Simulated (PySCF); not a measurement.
Si(F)(H)2(OAc) (C₂H₅FO₂Si), SMILES CC(=O)O[SiH2]F. Atoms are numbered in the order given.

```xyz
11

Si     0.3883    -1.2816     0.0000
F     -0.7186    -2.4631     0.0000
O     -0.5681     0.1340     0.0000
C      0.1037     1.3030     0.0000
C     -0.7979     2.5041     0.0000
O      1.3138     1.3238     0.0000
H      1.1674    -1.3826     1.2500
H      1.1674    -1.3826    -1.2500
H     -1.4519     2.4736     0.8850
H     -0.1991     3.4221     0.0000
H     -1.4519     2.4736    -0.8850
```
Charge 0, spin multiplicity 1.

The structure is a stationary point at B3LYP-D3(BJ)/def2-SVP. The values are those of a single conformer.

All values below come from PySCF with HF/pcSseg-1.

GIAO shieldings, no solvent; atoms alike by connectivity are averaged. δ = σ(ref) − σ: ²⁹Si against TMS (σ = 393.8 ppm); ¹⁹F against CFCl3 (σ = 238.5 ppm); ¹⁷O against H2O (σ = 333.0 ppm); ¹³C against TMS (σ = 192.6 ppm); ¹H against TMS (σ = 31.99 ppm), references at their B3LYP-D3(BJ)/def2-TZVP geometries, non-relativistic.

```
nucleus         atoms  count  δ (ppm)
-------  ------------  -----  -------
²⁹Si              Si1      1    -27.8
¹⁹F                F2      1   -149.7
¹⁷O                O6      1    457.8
¹⁷O                O3      1    186.0
¹³C                C4      1    185.3
¹³C                C5      1     24.8
¹H             H7, H8      2     4.94
¹H       H9, H10, H11      3     2.54
```
